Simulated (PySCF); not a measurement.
GeF₂ClBr, SMILES [F][Ge]([F])([Cl])[Br].

Coordinates come from a PBE0-D3(BJ)/def2-SVP optimisation. This is a generated structure with no PubChem entry under its InChIKey; it may be hypothetical.

Calculation: TDA-PBE/def2-SVPD run with PySCF.

Vertical excitations. The molecule is in vacuum. State labels are in the subgroup Cs.

```json
[
 {"state": "S1", "symmetry": "A'", "energy (eV)": "5.09", "λ (nm)": "244", "f": "0.012", "main pairs": "HOMO→LUMO 99 %"},
 {"state": "S2", "symmetry": "A\"", "energy (eV)": "5.15", "λ (nm)": "241", "f": "0.004", "main pairs": "HOMO−1→LUMO 99 %"},
 {"state": "S3", "symmetry": "A\"", "energy (eV)": "5.73", "λ (nm)": "216", "f": "0.008", "main pairs": "HOMO−2→LUMO 99 %"},
 {"state": "S4", "symmetry": "A'", "energy (eV)": "5.85", "λ (nm)": "212", "f": "0.017", "main pairs": "HOMO−3→LUMO 98 %"},
 {"state": "S5", "symmetry": "A'", "energy (eV)": "6.97", "λ (nm)": "178", "f": "0.134", "main pairs": "HOMO−4→LUMO 81 %"},
 {"state": "S6", "symmetry": "A\"", "energy (eV)": "7.01", "λ (nm)": "177", "f": "0.009", "main pairs": "HOMO−5→LUMO 99 %"},
 {"state": "S7", "symmetry": "A\"", "energy (eV)": "7.17", "λ (nm)": "173", "f": "0.000", "main pairs": "HOMO−6→LUMO 99 %"},
 {"state": "S8", "symmetry": "A'", "energy (eV)": "7.37", "λ (nm)": "168", "f": "0.030", "main pairs": "HOMO−7→LUMO 91 %"},
 {"state": "S9", "symmetry": "A\"", "energy (eV)": "7.58", "λ (nm)": "164", "f": "0.000", "main pairs": "HOMO→LUMO+1 99 %"},
 {"state": "S10", "symmetry": "A'", "energy (eV)": "7.76", "λ (nm)": "160", "f": "0.004", "main pairs": "HOMO−1→LUMO+1 49 %, HOMO→LUMO+2 48 %"},
 {"state": "T1", "symmetry": "A'", "energy (eV)": "4.65", "λ (nm)": "266", "f": "0", "main pairs": "HOMO→LUMO 100 %"},
 {"state": "T2", "symmetry": "A\"", "energy (eV)": "4.74", "λ (nm)": "262", "f": "0", "main pairs": "HOMO−1→LUMO 100 %"},
 {"state": "T3", "symmetry": "A\"", "energy (eV)": "5.35", "λ (nm)": "232", "f": "0", "main pairs": "HOMO−2→LUMO 100 %"},
 {"state": "T4", "symmetry": "A'", "energy (eV)": "5.42", "λ (nm)": "229", "f": "0", "main pairs": "HOMO−3→LUMO 99 %"}
]
```
Triplets are in the Tamm–Dancoff approximation.
